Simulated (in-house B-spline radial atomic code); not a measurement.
**RPA and G0W0 on B3LYP (VWN-RPA): the zinc ion Zn⁷⁺**

Configuration [Ar] 3d5, highest spin, mean-field start B3LYP (VWN-RPA). Computed with a B-spline radial code for spherical atoms: all electrons, non-relativistic, point nucleus, each spin shell either full or empty, empty states to l = 9 with an (l + 1/2)⁻⁴ tail; G0W0 by contour deformation at full frequency.

Command:
```bash
python run_gw.py task.json out
```
Settings (radii: box in bohr, nucleus in fm):
```
Z                        30
electrons                23
configuration            [Ar] 3d5
hamiltonian              nr
method                   b3lyp
lmax                     9
spin_polarised           True
box_radius               8.41
intervals                49
```

Time taken, with all properties: 1.2 s on 1 thread of Arm Neoverse V2 (shared host).

Energies (hartree):

```json
{"term": "mean-field total", "value": "-1762.62213"}
{"term": "Hartree-Fock functional on these orbitals", "value": "-1761.58195"}
{"term": "direct second order", "value": "-1.7367"}
{"term": "second-order exchange", "value": "0.56643"}
{"term": "SOSEX correction", "value": "0.53111"}
```

Task: What is the RPA correlation energy, and what remains with SOSEX?

Result: RPA gives -1.5689 hartree (-1.86 eV per electron); RPA + SOSEX gives -1.0378, and the second-order doubles -1.1703 hartree (no singles). RPA lacks exchange-type terms and so overcorrelates at short range.

Quasi-particle levels (eV):

```csv
level,occupied,mean field,Σx - vxc,Σc,QP weight,G0W0
3d up,yes,-162.61,-13.75,?,?,?
3p down,yes,-228.76,-11.61,0.16,0.966,-240.20
3d down,no,-147.20,16.02,-5.49,0.971,-136.67
```

G0W0 = mean field + (Σx - vxc) + Σc, with Σc (partial-wave tail included) taken at the quasi-particle energy. Only the outer levels were computed. Levels of low weight are left out.

Task: Where does G0W0 put 3d up?

Result: At -174.78 eV, with Σc = 1.58 eV and a quasi-particle weight of 0.969. The tabulated removal energy is 173.9 ± 1.7 eV (NIST, semi-empirical); the calculation leaves out relativity, Breit and QED terms, and what these don't explain is the method's own error.
